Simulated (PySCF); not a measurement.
Species: trifluoromethylgermane, CH3F3Ge.
Structure used (PBE0-D3(BJ)/def2-SVP), in Å, numbered top down from 1:
```xyz
8
CH3F3Ge angstrom
F      1.6045   -0.2207   -1.0704
C      0.9775   -0.1077    0.1077
F      1.5212    0.9341    0.7496
F      1.2625   -1.2071    0.8177
Ge    -0.9922    0.1139   -0.1215
H     -1.2290    1.3869   -0.9412
H     -1.5102   -1.1277   -0.8560
H     -1.6078    0.2291    1.2775
```

Level: CAM-B3LYP/def2-SVPD in PySCF, non-relativistic, on one gas-phase PBE0-D3(BJ)/def2-SVP geometry that isn't relaxed in the solvent. The solvent is an IEF-PCM continuum (Bondi radii, 1.10 Å for H, scaled by 1.2), and excitations are vertical TDDFT with non-equilibrium linear response and a frozen core. The model holds no explicit solvent molecules, cavitation or dispersion. Spin–orbit coupling is left out although an atom past zinc is present.

Gas-phase singlets (H = HOMO, L = LUMO):

| state | E (eV) | λ (nm) | f | leading configurations |
| --- | --- | --- | --- | --- |
| S1 | 8.723 | 142 | 0.005 | H→L 72%, H→L+1 27% |
| S2 | 8.976 | 138 | 0.001 | H-1→L+1 70%, H→L+2 22% |
| S3 | 8.980 | 138 | 0.001 | H-2→L+1 71%, H→L+3 20% |
| S4 | 9.278 | 134 | 0.329 | H→L+1 62%, H→L 24% |
| S5 | 9.288 | 133 | 0.015 | H→L+2 55%, H-1→L+1 19% |

What are the lowest 5 singlets in chloroform (ε = 4.711)?

```json
{"state": "S1", "E (eV)": "8.812", "λ (nm)": "141", "f": "0.013", "leading configurations": "H→L 84%, H→L+1 15%", "change by rank (eV)": "+0.089"}
{"state": "S2", "E (eV)": "8.942", "λ (nm)": "139", "f": "0.011", "leading configurations": "H-1→L+1 67%, H→L+2 10%", "change by rank (eV)": "-0.034"}
{"state": "S3", "E (eV)": "8.945", "λ (nm)": "139", "f": "0.011", "leading configurations": "H-2→L+1 67%, H→L+3 9%", "change by rank (eV)": "-0.035"}
{"state": "S4", "E (eV)": "9.210", "λ (nm)": "135", "f": "0.269", "leading configurations": "H-1→L 85%, H-1→L+1 10%", "change by rank (eV)": "-0.068"}
{"state": "S5", "E (eV)": "9.213", "λ (nm)": "135", "f": "0.269", "leading configurations": "H-2→L 85%, H-2→L+1 10%", "change by rank (eV)": "-0.075"}
```

What are the lowest 5 singlets in dimethylsulfoxide (ε = 46.83)?

| state | E (eV) | λ (nm) | f | leading configurations | change by rank (eV) |
| --- | --- | --- | --- | --- | --- |
| S1 | 8.839 | 140 | 0.017 | H→L 87%, H→L+1 11% | +0.116 |
| S2 | 8.938 | 139 | 0.016 | H-1→L+1 61%, H-1→L 12% | -0.038 |
| S3 | 8.940 | 139 | 0.016 | H-2→L+1 61%, H-2→L 12% | -0.040 |
| S4 | 9.195 | 135 | 0.268 | H-1→L 79%, H-1→L+1 16% | -0.083 |
| S5 | 9.198 | 135 | 0.269 | H-2→L 79%, H-2→L+1 16% | -0.090 |

How do the frontier levels move from gas to dimethylsulfoxide?

```json
{"orbital": "LUMO+2", "gas (eV)": "1.71", "solvent (eV)": "1.99", "change (eV)": "+0.28", "Löwdin shares, gas": "Ge5 49 %, H6 11 %, H7 11 %, H8 10 %", "Löwdin shares, solvent": "Ge5 45 %, F1 12 %, H6 9 %, H7 9 %"}
{"orbital": "LUMO+1", "gas (eV)": "1.00", "solvent (eV)": "1.36", "change (eV)": "+0.36", "Löwdin shares, gas": "Ge5 44 %, C2 13 %, H6 12 %, H8 12 %", "Löwdin shares, solvent": "Ge5 43 %, C2 14 %, H6 12 %, H8 12 %"}
{"orbital": "LUMO", "gas (eV)": "0.71", "solvent (eV)": "0.98", "change (eV)": "+0.27", "Löwdin shares, gas": "Ge5 56 %, H6 11 %, H8 11 %, H7 11 %", "Löwdin shares, solvent": "Ge5 52 %, H8 9 %, H7 9 %, H6 9 %"}
{"orbital": "HOMO", "gas (eV)": "-10.94", "solvent (eV)": "-10.83", "change (eV)": "+0.11", "Löwdin shares, gas": "C2 24 %, Ge5 24 %, F3 14 %, F4 14 %", "Löwdin shares, solvent": "C2 25 %, Ge5 24 %, F3 13 %, F4 13 %"}
{"orbital": "HOMO-1", "gas (eV)": "-11.71", "solvent (eV)": "-11.32", "change (eV)": "+0.39", "Löwdin shares, gas": "Ge5 42 %, H8 26 %, H7 23 %", "Löwdin shares, solvent": "Ge5 43 %, H8 26 %, H7 23 %"}
{"orbital": "HOMO-2", "gas (eV)": "-11.71", "solvent (eV)": "-11.33", "change (eV)": "+0.38", "Löwdin shares, gas": "Ge5 42 %, H6 32 %, H7 11 %, H8 8 %", "Löwdin shares, solvent": "Ge5 43 %, H6 32 %, H7 11 %, H8 8 %"}
{"orbital": "HOMO-3", "gas (eV)": "-13.50", "solvent (eV)": "-13.59", "change (eV)": "-0.09", "Löwdin shares, gas": "F1 34 %, F4 33 %, F3 33 %", "Löwdin shares, solvent": "F1 33 %, F3 33 %, F4 33 %"}
```

The HOMO–LUMO gap goes from 11.65 to 11.80 eV. Shares within a degenerate set are those of one arbitrary member.

Cost: about 40 s of CPU time on one thread; the machine was shared, so the figure is rough. This is the whole response run at CAM-B3LYP/def2-SVPD in dimethylsulfoxide, SCF included.
